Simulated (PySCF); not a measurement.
## Functional dependence of a UV spectrum

Species: C3H7NOSi.
SMILES: `C=NC(=C)O[SiH3]`

Linear-response calculations in the def2-SVPD basis (PySCF; singlets by full response, triplets Tamm–Dancoff, core orbitals frozen in the response; HF means time-dependent Hartree–Fock). 'Strongest' is the level of largest summed f among the singlets computed (10 roots, of which the last may lack a degenerate partner); it can jump between rows when another state enters that window. S1 is the lowest singlet of each run and needn't be the same state throughout; f(S1) is that of one state. Geometry: PBE0-D3(BJ)/def2-SVP, one conformer, isolated molecule.

| functional | kind | S1 (eV) | f(S1) | strongest (eV) | T1 (eV) | HOMO (eV) | gap (eV) | ionisation energy, ΔSCF (eV) |
| --- | --- | --- | --- | --- | --- | --- | --- | --- |
| LDA | LDA | 3.49 | 0.051 | 6.43 | 2.66 | -5.79 | 2.92 | 8.74 |
| PBE | GGA | 3.56 | 0.053 | 6.42 | 2.61 | -5.61 | 2.99 | 8.50 |
| B3LYP | global hybrid, 20% exact exchange | 4.00 | 0.069 | 6.84 | 2.87 | -6.48 | 4.65 | 8.64 |
| PBE0 | global hybrid, 25% exact exchange | 4.12 | 0.071 | 7.02 | 2.89 | -6.69 | 5.08 | 8.60 |
| CAM-B3LYP | range-separated hybrid | 4.33 | 0.068 | 7.08 | 3.06 | -7.97 | 7.51 | 8.70 |
| wB97X-D | range-separated hybrid | 4.35 | 0.070 | 7.20 | 3.13 | -8.49 | 8.73 | 8.65 |
| LC-wPBE | range-separated hybrid | 4.55 | 0.051 | 7.41 | 3.14 | -9.28 | 10.00 | 8.73 |
| HF | Hartree–Fock | 5.14 | 0.084 | 8.51 | 3.02 | -9.06 | 11.27 | not settled |

Q: What does BHandHLYP (global hybrid, 50% exact exchange) give?

A: S1 (eV) 4.52, f(S1) 0.077, strongest (eV) 7.23, T1 (eV) 3.08, HOMO (eV) -7.64, gap (eV) 7.16, ionisation energy, ΔSCF (eV) 8.52. S1 runs from 3.49 eV (LDA) to 5.14 eV (HF), a spread of 1.64 eV, while the orbital gap spreads over 8.4 eV. Along PBE (0%), B3LYP (20%), PBE0 (25%), BHandHLYP (50%), HF (100%) S1 rises with the share of exact exchange. −ε(HOMO) comes closest to its own ΔSCF ionisation energy with wB97X-D (-0.15 eV) and misses most with LDA (-2.95 eV). 'Not settled' means that the ion's SCF failed to converge or may have ended in another state than the lowest.
